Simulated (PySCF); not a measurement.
An equivalent PySCF input for Sb³⁺ (antimony, charge +3), [Kr] 4d10 5s2, closed-shell 1S, with scalar relativity by spin-free X2C-1e:

```python
from pyscf import gto, scf, dft, mp, cc
import basis_set_exchange as bse
mol = gto.M(atom="Sb 0 0 0", charge=3, spin=0, symmetry="D2h",
            basis=gto.basis.parse(bse.get_basis("x2c-TZVPPall", elements=["Sb"], fmt="nwchem", augment_diffuse=1)),
            nucmod="G")
mf = dft.UKS(mol, xc="PBE").sfx2c1e()
mf.irrep_nelec = {'Ag': (9, 9), 'B1g': (2, 2), 'B2g': (2, 2), 'B3g': (2, 2), 'B1u': (3, 3), 'B2u': (3, 3), 'B3u': (3, 3)}
mf.kernel()
```

It reaches the same state as the run whose output follows, with an energy that differs only through the grid. The run itself started from symmetry-adapted Hartree-Fock orbitals and held the occupation by maximum overlap, on a logarithmic radial grid, so the iterations belong to that start.

```
SCF conv_tol = 1e-09
number electrons alpha = 24  beta = 24
XC functionals = PBE
    J. P. Perdew, K. Burke, and M. Ernzerhof.,  Phys. Rev. Lett. 77, 3865 (1996)
    J. P. Perdew, K. Burke, and M. Ernzerhof.,  Phys. Rev. Lett. 78, 1396 (1997)
    J. P. Perdew, K. Burke, and M. Ernzerhof.,  Phys. Rev. Lett. 77, 3865 (1996)
    J. P. Perdew, K. Burke, and M. Ernzerhof.,  Phys. Rev. Lett. 78, 1396 (1997)
cycle= 1 E= -6478.43660046358  delta_E= -0.0115  |g|= 0.0423  |ddm|= 0.446
cycle= 2 E= -6478.4366504211  delta_E= -5e-05  |g|= 0.0225  |ddm|= 0.036
cycle= 3 E= -6478.43671920714  delta_E= -6.88e-05  |g|= 0.00454  |ddm|= 0.0216
cycle= 4 E= -6478.43672264268  delta_E= -3.44e-06  |g|= 2.17e-05  |ddm|= 0.00421
cycle= 5 E= -6478.43672264277  delta_E= -9.09e-11  |g|= 3.95e-07  |ddm|= 3.21e-05
converged SCF energy = -6478.43672264277  <S^2> = -2.8421709e-14  2S+1 = 1
```
